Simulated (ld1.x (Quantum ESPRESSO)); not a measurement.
**Which change was made? (Mg, TM)**

* Element: magnesium (Mg)
* Generator: ld1.x (Quantum ESPRESSO) 7.5
* Type: norm-conserving Troullier–Martins (Kleinman–Bylander form)
* Functional: BP86
* Relativity: non-relativistic
* Frozen core: [He]
* Valence charge: 10
* Reference configuration: 2s2 2p6 3s1.75 3p0 (charge +0.25)
* Partial waves: 2p (bound): rc 0.55 bohr; 2s (bound): rc 0.80 bohr
* Local potential: the s channel
* Core correction: none

Occupied shells without a wave of their own: 3s. They enter only through the test configuration that unscreens the potential.

Cutoffs, loose and tight: the cutoffs (Ry, on a coarse ladder) from which the occupation-weighted sum of valence levels, in a spherical-Bessel basis at the reference potential, stays within 10 and 1 mRy of its value at 400 Ry. They do not see the model core or the augmentation charge, which bear on the density cutoff. Test errors are all-electron minus pseudo excitation energies from the reference, over the configurations 2s2 2p6 3s2 3p0; 2s2 2p6 3s1 3p0; 2s2 2p6 3s0 3p0; 2s2 2p6 3s1 3p1; 2s2 2p6 3s0 3p2; 2s1 2p6 3s2 3p0; 2s2 2p5 3s2 3p0; variants that change the core or the reference have their own tests.

The base gives: outcome: generated; cutoff, loose: over 300 Ry; cutoff, tight: over 300 Ry; bound ghosts: none; largest test error (meV): -144.

Task: After one change the result is: outcome: generated; bound ghosts: not determined; largest test error (meV): -35. Which change was it?
A. all radii scaled by about 1.35 (s 1.08, p 0.74 bohr)
B. all radii scaled by about 0.95 (s 0.76, p 0.52 bohr)
C. all radii scaled by about 0.87 (s 0.70, p 0.48 bohr)
D. all radii scaled by about 1.21 (s 0.98, p 0.66 bohr)
E. all radii scaled by about 0.76 (s 0.60, p 0.42 bohr)

Result: E. The others give: all radii scaled by about 1.35 (s 1.08, p 0.74 bohr) → outcome: generated, misses its reference levels by 0.16 eV; cutoff, loose: 260 Ry; cutoff, tight: over 300 Ry; bound ghosts: none; largest test error (meV): -488 | all radii scaled by about 0.87 (s 0.70, p 0.48 bohr) → outcome: generated; cutoff, loose: over 300 Ry; cutoff, tight: over 300 Ry; bound ghosts: none; largest test error (meV): -75 | all radii scaled by about 1.21 (s 0.98, p 0.66 bohr) → outcome: generated; cutoff, loose: 300 Ry; cutoff, tight: over 300 Ry; bound ghosts: none; largest test error (meV): -382 | all radii scaled by about 0.95 (s 0.76, p 0.52 bohr) → outcome: generated; cutoff, loose: over 300 Ry; cutoff, tight: over 300 Ry; bound ghosts: none; largest test error (meV): -112.
